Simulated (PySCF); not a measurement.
C3H6Cl, SMILES [C](Cl)(C)C (connectivity only; charge and spin as stated), charge +1, multiplicity 1. Atoms are numbered in the order given.

```xyz
10

C     -0.0154    -1.2826    -1.0552
C      0.0000     0.0000    -0.3507
C      0.0154     1.2826    -1.0552
Cl     0.0000     0.0000     1.3108
H      1.0555    -1.5187    -1.2575
H     -0.4938    -1.1912    -2.0430
H     -0.4253    -2.1078    -0.4579
H     -1.0555     1.5187    -1.2575
H      0.4253     2.1078    -0.4579
H      0.4938     1.1912    -2.0430
```
Charge +1, spin multiplicity 1.

Coordinates come from a B3LYP-D3(BJ)/def2-SVP optimisation. The spin state was assumed, not searched. The isomer is the one that the SMILES or the coordinates give; other isomers of the formula were not compared.

Computed with PBE/def2-TZVP run with PySCF.

Symmetry labels are those of the subgroup C2 that the program uses (full group C2).

Computed valence orbital energies around the gap with their symmetry:
| orbital | symmetry | energy (eV) |
|---|---|---|
| HOMO−7 | A | -17.90 |
| HOMO−6 | B | -17.41 |
| HOMO−5 | B | -17.29 |
| HOMO−4 | A | -15.62 |
| HOMO−3 | A | -15.49 |
| HOMO−2 | B | -15.19 |
| HOMO−1 | B | -14.76 |
| HOMO | B | -13.68 |
| LUMO | B | -10.01 |
| LUMO+1 | A | -5.82 |
| LUMO+2 | A | -4.52 |
| LUMO+3 | A | -3.21 |
